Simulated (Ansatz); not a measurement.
Input file for Ansatz (a first-principles code): U-CCSD(T)/def2-TZVPP on TiCl, 2S+1 = 4, a spin state set in the input, which need not be the lowest, a point of a bond scan (R = 2.260 Å).

Ansatz 0.2 input:
```yaml
crystal:
  periodic: [false, false, false]
  atoms:
    - {symbol: Ti, position_ang: [0.00000000, 0.00000000, 0.00000000]}
    - {symbol: Cl, position_ang: [0.00000000, 0.00000000, 2.25979800]}
basis:
  gaussian:
    orbitals: def2-TZVPP
    pivot_positions_ang: [[0.00000000, 0.00000000, 0.00000000], [0.00000000, 0.00000000, 2.25979800]]
magnetization: {spin_polarized: true, initial_magnetization: 3}
correlation: {method: ccsd_t, electrons: valence}
output: {orbitals: {seedname: ./end}}
```

It printed:

```
WARN ansatz: RAYON_NUM_THREADS=2 ignored (pool sized by the plan → 2); use --threads N
Functional definition: HF
integrals: 0.21 GiB planned
792 factors; integrals over basis functions are off by at most 3.1e-4 eV
mean field: 0.32 GiB planned
mean field evaluation 1: about -35589.7666 eV, gradient 1.3e1 eV
mean field evaluation 2: about -35589.7672 eV, gradient 1.3e1 eV
mean field evaluation 4: about -35591.7887 eV, gradient 2.8e0 eV
mean field evaluation 8: about -35591.9443 eV, gradient 2.4e-1 eV
mean field evaluation 16: about -35591.9517 eV, gradient 5.8e-3 eV
mean field evaluation 32: about -35592.4898 eV, gradient 8.5e-1 eV
mean field evaluation 64: about -35591.9476 eV, gradient 1.7e-1 eV
mean field evaluation 96: about -35592.6884 eV, gradient 2.4e-1 eV
mean field evaluation 128: about -35592.6599 eV, gradient 1.9e-2 eV
mean field evaluation 160: about -35592.7025 eV, gradient 9.3e-2 eV
mean field evaluation 192: about -35592.4289 eV, gradient 1.8e0 eV
mean field evaluation 224: about -35592.6599 eV, gradient 1.7e-6 eV
mean field evaluation 256: about -35591.0934 eV, gradient 1.6e-1 eV
mean field evaluation 288: about -35592.4770 eV, gradient 1.4e-2 eV
mean field evaluation 320: about -35592.4769 eV, gradient 4.0e-2 eV
mean field evaluation 352: about -35592.4774 eV, gradient 1.7e-2 eV
mean field evaluation 384: about -35590.6860 eV, gradient 5.9e0 eV
mean field evaluation 416: about -35590.8148 eV, gradient 8.0e-1 eV
mean field evaluation 448: about -35590.7235 eV, gradient 2.8e-4 eV
mean field evaluation 480: about -35590.9621 eV, gradient 2.1e0 eV
mean field evaluation 512: about -35590.7466 eV, gradient 1.0e0 eV
mean field evaluation 544: about -35591.4802 eV, gradient 1.6e0 eV
mean field evaluation 576: about -35589.6853 eV, gradient 2.0e-1 eV
mean field evaluation 608: about -35589.6868 eV, gradient 8.1e-2 eV
mean field evaluation 640: about -35592.4774 eV, gradient 1.3e-3 eV
mean field evaluation 672: about -35589.3054 eV, gradient 2.3e0 eV
mean field evaluation 704: about -35591.4940 eV, gradient 8.7e-1 eV
mean field evaluation 736: about -35591.9388 eV, gradient 3.3e-1 eV
mean field evaluation 768: about -35592.4770 eV, gradient 5.1e-4 eV
mean field evaluation 800: about -35592.5276 eV, gradient 4.8e-1 eV
mean field evaluation 832: about -35590.5084 eV, gradient 4.3e0 eV
mean field evaluation 864: about -35589.2301 eV, gradient 4.8e0 eV
mean field evaluation 896: about -35591.1657 eV, gradient 9.9e-1 eV
mean field evaluation 928: about -35591.6111 eV, gradient 2.7e0 eV
mean field evaluation 960: about -35583.3668 eV, gradient 1.5e1 eV
mean field evaluation 992: about -35592.4718 eV, gradient 5.1e-1 eV
mean field evaluation 1024: about -35590.7230 eV, gradient 4.7e-2 eV
mean field evaluation 1056: about -35589.6871 eV, gradient 7.5e-4 eV
mean field evaluation 1088: about -35591.0994 eV, gradient 1.2e-1 eV
mean field evaluation 1120: about -35590.7636 eV, gradient 1.2e-4 eV
mean field -35592.70565854 eV, -1308.0078073489 hartree, gradient 2.3e-6 eV, S^2 3.754414; 23 other end points of the search recorded, 0 dependent functions left out
determinant -35592.70565854 eV, -1308.0078073489 hartree, with singles and doubles -35606.65431227 eV, -1308.5204109189 hartree
determinant -35592.65992044 eV, -1308.0061265047 hartree, with singles and doubles -35606.59959161 eV, -1308.5183999715 hartree
determinant -35592.47740835 eV, -1307.9994193091 hartree, with singles and doubles -35606.34831969 eV, -1308.5091658990 hartree
determinant -35592.47702555 eV, -1307.9994052416 hartree, with singles and doubles -35606.54007750 eV, -1308.5162128684 hartree
determinant -35592.08853861 eV, -1307.9851286097 hartree, with singles and doubles -35606.15197386 eV, -1308.5019503226 hartree
determinant -35591.95168554 eV, -1307.9800993523 hartree, with singles and doubles -35606.28810428 eV, -1308.5069530236 hartree
determinant -35591.09361537 eV, -1307.9485658553 hartree, with singles and doubles -35605.48996559 eV, -1308.4776219677 hartree
determinant -35590.97543735 eV, -1307.9442228930 hartree, with singles and doubles -35605.41186277 eV, -1308.4747517419 hartree
determinant -35590.76359341 eV, -1307.9364377719 hartree, with singles and doubles -35605.26468542 eV, -1308.4693430738 hartree
determinant -35590.72350995 eV, -1307.9349647317 hartree, with singles and doubles -35605.20302147 eV, -1308.4670769656 hartree
determinant -35589.68711700 eV, -1307.8968779934 hartree, with singles and doubles -35603.48559190 eV, -1308.4039625931 hartree
determinant -35589.45287523 eV, -1307.8882697672 hartree, with singles and doubles -35603.37810982 eV, -1308.4000126996 hartree
determinant -35592.70565854 eV, -1308.0078073489 hartree, with singles and doubles -35606.70421230 eV, -1308.5222447109 hartree
determinant -35592.65992044 eV, -1308.0061265047 hartree, with singles and doubles -35606.64618077 eV, -1308.5201120916 hartree
determinant -35592.47740835 eV, -1307.9994193091 hartree, with singles and doubles -35606.36595655 eV, -1308.5098140416 hartree
determinant -35592.47702555 eV, -1307.9994052416 hartree, with singles and doubles -35606.58189140 eV, -1308.5177495008 hartree
determinant -35592.08853861 eV, -1307.9851286097 hartree, with singles and doubles -35606.18786267 eV, -1308.5032692120 hartree
determinant -35591.95168554 eV, -1307.9800993523 hartree, with singles and doubles -35606.34463420 eV, -1308.5090304595 hartree
10 core orbitals not correlated
reference -35592.70565854 eV, -1308.0078073489 hartree; 11, 8 occupied and 85, 88 virtual orbitals, 792 factors
second order -12.88651172 eV of doubles, -0.00000000 eV of singles
coupled cluster: 0.59 GiB planned
cycle   1  -13.99854967 eV  change    4.1e-6 eV  update   4.8e-6
perturbative correction -0.49551807 eV, -0.0182099533 hartree
Total energy: -35607.19972628 eV, -1308.5404545139 hartree
```

Self-consistency was reached.

Cost: roughly 5 core-minutes.
